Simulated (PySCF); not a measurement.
Species: BCl₃.
SMILES with atom numbers: `[Cl:1][B:2]([Cl:3])[Cl:4]`

Computed by this run: PBE0-D3(BJ)/def2-SVP geometry optimisation, gas phase in PySCF; density fitting, grid level 1; the optimiser is geomeTRIC in internal coordinates, started from a GFN2-xTB structure with every atom displaced at random (about 0.03 Å).

Step 0: E = -38222.2128 eV
```
atom  x, y, z in Å  |  force x, y, z in eV/Å
Cl1    -0.7923   -1.5689    0.0038    0.010   0.268  -0.002
B2     -0.0123   -0.0115   -0.0189    1.540   0.075  -0.012
Cl3    -0.9192    1.4873   -0.0276    0.315  -0.458   0.001
Cl4     1.8274    0.0122   -0.0334   -1.865   0.116   0.013
```

Step 1: E = -38222.3156 eV
```
atom  x, y, z in Å  |  force x, y, z in eV/Å
Cl1    -0.7892   -1.5540    0.0034   -0.142  -0.134   0.005
B2      0.0129   -0.0168   -0.0186    0.542  -0.040  -0.007
Cl3    -0.8895    1.4627   -0.0277   -0.110   0.136   0.000
Cl4     1.7696    0.0272   -0.0333   -0.290   0.037   0.003
```

Question: Estimate the geometry and energy of step 2. (The exact step hangs on the optimiser's Hessian estimate; all steps are aligned on step 1, rigid shifts and turns removed.)

Answer: E = -38222.3200 eV, largest force 0.099 eV/Å
```
atom  x, y, z in Å  |  force x, y, z in eV/Å
Cl1    -0.8000   -1.5497    0.0041    0.001  -0.068  -0.002
B2      0.0288   -0.0193   -0.0205   -0.035  -0.035   0.014
Cl3    -0.8924    1.4556   -0.0271   -0.020   0.097  -0.006
Cl4     1.7674    0.0325   -0.0327    0.054   0.006  -0.005
```

The energy changes by -0.0044 eV. The first-order estimate −F·Δx gives -0.0099 eV and the mean of the old and new forces, exact on a quadratic surface, -0.0042 eV. The step makes an angle of 48° with the force vector and moves no atom by more than 0.016 Å.

What follows is the cost of the whole optimisation. Hardware: an AMD EPYC 7R13 with one thread, shared host with 64 logical CPUs at a one-minute load of 20. Cost: 5.2 s wall, 0.29 GiB resident at most.
